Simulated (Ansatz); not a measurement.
Reaction (hydrogenolysis of a C–Al bond): `[AlH2]/[CH]=C/Cl` + H₂ → `C=CCl` + `[AlH3]`

Calculated with Ansatz (gas phase, PBE0-D4/def2-TZVP geometries, no zero-point term in ΔE). CCSD(T)/CBS adds triple-zeta CCSD(T) − MP2 to the extrapolated MP2 energy (def2 sets, frozen cores). This one scheme is used for every species. Functionals use def2-TZVPP.

| level | ΔE (kJ/mol) |
| --- | --- |
| LDA (SPW92) | 9.0 |
| r2SCAN0 | 4.9 |

(1) What does CCSD(T)/CBS give? (Best estimate.)

Largest T1 diagnostic among the species: 0.011.

## Answers

(1) Computed: +5.2 kJ/mol. The listed levels differ from it by 3.8, -0.3 kJ/mol.

From BLYP to BHLYP (50 % exact exchange), in def2-TZVPP and without D4, ΔE moves by −8.9 kJ/mol. The D4 term adds +7.3 kJ/mol with B3LYP and +4.0 kJ/mol with PBE0; it sums over pairs of atoms, weighted by their polarisabilities, and B3LYP, whose exchange is more repulsive, gets the larger term.

B3LYP here is the variant with VWN-RPA as its local correlation; programs differ in this.
